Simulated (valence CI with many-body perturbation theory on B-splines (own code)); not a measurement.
Yb L: magnetic and hyperfine properties of the levels

Calculated by valence CI with perturbative core correlation (CI+MBPT): three valence electrons over a frozen Dirac-Fock core [Ar], radial functions for each j: 9 s, 9 p, 10 d, 8 f, 5 g, 3 h, 1 i, with the one-electron correlation potential Σ1 (screened to all orders), the two-electron term Σ2, the three-electron term Σ3, Breit, model QED; selected single and double excitations, second order for the rest (own B-spline code, finite nucleus).

No measured spectrum was set against this ion. As an estimate, large intervals hold to a few tenths of a per cent, small ones and those within an open d or f shell to about a per cent. Only levels of the ground parity were solved; by the run's estimate the other parity begins above the list, which can be wrong where configurations are misplaced.

A/g_I is the dipole constant over the nuclear g factor μ/I (μ in nuclear magnetons, uniformly magnetised nucleus), B/Q the quadrupole constant per barn. Both hold the static response of the core; the bare values leave it out. Large factors of s and p1/2 electrons are usually good to 5 to 10 %; those of open d and f shells near neutrality can be off by tens of per cent, and small factors of p3/2, d and f electrons come from cancelling terms and can be off by a factor of two or in sign, in half-filled shells by more. B is blank for J = 1/2, where it vanishes, and for nearly pure S terms. Energies count from the lowest level.

Levels are named by their leading jj configuration (3d3/2^4 stands for four electrons in 3d with j = 3/2), which in mixed levels can hold well under half, so a name can repeat and another be missing. Letters in brackets count levels of one name in rising energy.

```
                    Level  E (cm⁻¹)      g  A/g_I (MHz)  A/g_I bare  B/Q (MHz/b)  B/Q bare
          (3d3/2^3) J=3/2         0  0.706        87600       87000       -51100    -51800
(3d3/2^2 3d5/2) J=5/2 [a]    395240  1.050        49800       50000       -27000    -27400
    (3d3/2^2 3d5/2) J=3/2    444010  1.177        39900       40500       -11300    -11400
    (3d3/2^2 3d5/2) J=7/2    470040  1.041        54100       54300        20700     20900
    (3d3/2^2 3d5/2) J=9/2    471850  1.039        55900       56100        60800     61500
    (3d3/2^2 3d5/2) J=1/2    483650  1.819       -38600      -36500                       
(3d3/2^2 3d5/2) J=5/2 [b]    653700  1.260        32100       32800        88200     89300
(3d3/2 3d5/2^2) J=7/2 [a]    857560  1.109        40800       41200        -4480     -4550
    (3d3/2 3d5/2^2) J=9/2    890930  1.131        42300       42700        18700     18800
(3d3/2 3d5/2^2) J=3/2 [a]    929940  1.113        47800       48200       -53200    -53800
    (3d3/2 3d5/2^2) J=1/2    951790  1.498       -16000      -14700                       
   (3d3/2 3d5/2^2) J=11/2    963650  1.081        47800       48100       113000    114000
(3d3/2 3d5/2^2) J=5/2 [a]    967500  1.268        16200       17000        64800     65600
(3d3/2 3d5/2^2) J=5/2 [b]   1027700  1.099        49800       50200       -20900    -21100
(3d3/2 3d5/2^2) J=7/2 [b]   1035200  1.089        49000       49300        22000     22400
(3d3/2 3d5/2^2) J=3/2 [b]   1179800  0.909        76400       76300        68600     69500
          (3d5/2^3) J=9/2   1351500  1.154        34800       35200         9780      9900
          (3d5/2^3) J=3/2   1459400  1.109        38100       38400         7680      7750
          (3d5/2^3) J=5/2   1535500  1.158        34900       35400         9560      9680
```

(1) Take the isotope of mass number 171, with I = 1/2, μ = 0.4923 μN. What is the hyperfine structure of (3d3/2^3) J=3/2?

Answers

(1) From the table A = 86200 MHz. Shifts from the centre of gravity in MHz: F = 1: -108000, F = 2: 64600.
